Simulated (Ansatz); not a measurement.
**A ladder of methods for SiSe (SMILES [Si][Se])**

SiSe: 2 atoms, total charge 0, spin state singlet. As SMILES, `[Si][Se]`. The shape comes from GFN2-xTB, which is rough for such elements, and wasn't checked as a minimum.

```csv
atom,x (Å),y (Å),z (Å)
Si,0.0000,0.0000,0.0000
Se,0.0000,0.0000,2.1245
```

Each level gives the vertical electron affinity (to the doublet anion) (eV). The values are calculated.

The electron affinity is E(neutral) − E(anion): positive where the electron is bound.

| level | kind | program | value (eV) | less FCI/STO-3G |
| --- | --- | --- | --- | --- |
| SVWN5/STO-3G | LDA | Ansatz | -4.93 | +1.05 |
| BLYP/STO-3G | GGA | Ansatz | -5.13 | +0.85 |
| PBE/STO-3G | GGA | Ansatz | -4.90 | +1.08 |
| revPBE/STO-3G | GGA | Ansatz | -4.92 | +1.06 |
| BHLYP/STO-3G | global hybrid | Ansatz | -4.51 | +1.47 |
| CAM-B3LYP/STO-3G | range-separated hybrid | Ansatz | -4.50 | +1.48 |
| HSE06/STO-3G | range-separated hybrid | Ansatz | -4.60 | +1.38 |
| FCI/STO-3G | exact in the basis | Ansatz | -5.98 | 0.00 |

FCI/STO-3G is exact within its basis and frozen core, so for wave-function methods in that basis the difference is their error; functionals converge differently with the basis, so for them it is only a difference. All-electron rows without a relativistic Hamiltonian named are non-relativistic. The values span -5.98 to -4.50 eV. All rows use very small basis sets, so even the best lies far from the true value. Negative values mean that the anion is unbound at that level; they are set by how diffuse the basis is and aren't properties of the molecule.
